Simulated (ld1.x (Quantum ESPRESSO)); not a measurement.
## What one change does to a pseudopotential (Bi, PAW)

* Element: Bi (Z = 83)
* Generator: ld1.x (Quantum ESPRESSO) 7.5
* Type: PAW
* Functional: PBE
* Relativity: scalar-relativistic
* Frozen core: [Xe] 4f14
* Valence charge: 15
* Reference configuration: 5d10 6s2 6p3
* Partial waves: 6s (bound): rcut 1.65, rcutus 1.85 bohr; 6s channel at 0.05 Ry: rcut 1.65, rcutus 1.85 bohr; 6p (bound): rcut 1.90, rcutus 2.20 bohr; 6p channel at 1 Ry: rcut 1.90, rcutus 2.20 bohr; 5d (bound): rcut 1.95, rcutus 2.10 bohr; 5d channel at -1.55 Ry: rcut 1.95, rcutus 2.10 bohr
* Local potential: all-electron potential smoothed inside 1.70 bohr (lloc = -1)
* Core correction: Bessel-smoothed model core, default radius (core density twice the valence density)
* Augmentation charge: PSQ, inside the norm-conserving radii

Change: local potential all-electron potential smoothed inside 1.45 bohr (lloc = -2).

Cutoffs: the cutoffs (Ry, on a coarse ladder) from which the occupation-weighted sum of valence levels, in a spherical-Bessel basis at the reference potential, stays within 10 and 1 mRy of its value at 400 Ry; they do not see the model core or the augmentation charge, which bear on the density cutoff. Errors are all-electron minus pseudo energies relative to the spin-unpolarised reference configuration.

Question: Predict the effect on cutoff, ghosts and configuration errors.

Answer: The potential gets neither clearly harder nor softer (30 Ry and 45 Ry → 30 Ry and 45 Ry); both files keep a bound ghost (s); the number of tests with a reliable result goes from 7 to 4 (the test run of the changed file stopped, so its transferability is not established); of the 4 tests that both files solve, the error grows in 1 and shrinks in 0 by more than 15 % and 0.3 meV (median size 7.1 → 7.5 meV); the range in which the p phases agree widens (upper end 1.6 → 3.0).

| quantity | base | changed |
| --- | --- | --- |
| cutoff, loose | 30 Ry | 30 Ry |
| cutoff, tight | 45 Ry | 45 Ry |
| loose cutoff by channel (10 mRy a level) | s 8 Ry, p 6 Ry, d 21 Ry | s 10 Ry, p 6 Ry, d 21 Ry |
| bound ghosts | s | s |
| tests with a reliable result | 7 of 7 | 4 of 7 (the test run stopped) |
| error for 5d10 6s2 6p2, meV [ΔE 7.91 eV] | -3.6 | -3.8 |
| error for 5d10 6s2 6p1, meV [ΔE 23.16 eV] | -11 | -11 |
| error for 5d10 6s2 6p0, meV [ΔE 46.50 eV] | -20 | -24 |
| error for 5d10 6s2 6p2.5, meV [ΔE 3.10 eV] | -1.5 | -1.5 |
| s: phases at 2.40 bohr within 0.05 rad from the reference energy up to (Ry; the scan ends near 5) | 4.8 | to the end of the scan |
| p: phases at 2.40 bohr within 0.05 rad from the reference energy up to (Ry; the scan ends near 5) | 1.6 | 3.0 |
| d: phases at 2.40 bohr within 0.05 rad from the reference energy up to (Ry; the scan ends near 5) | 1.3 | 1.7 |
| lowest overlap eigenvalue by channel | s 0.48, p 0.48, d 0.70 | s 0.50, p 0.50, d 0.70 |

 A true bound ghost makes a file unfit for plane-wave use even where its test errors are small: the radial tests pick states by their node count and pass the ghost by.
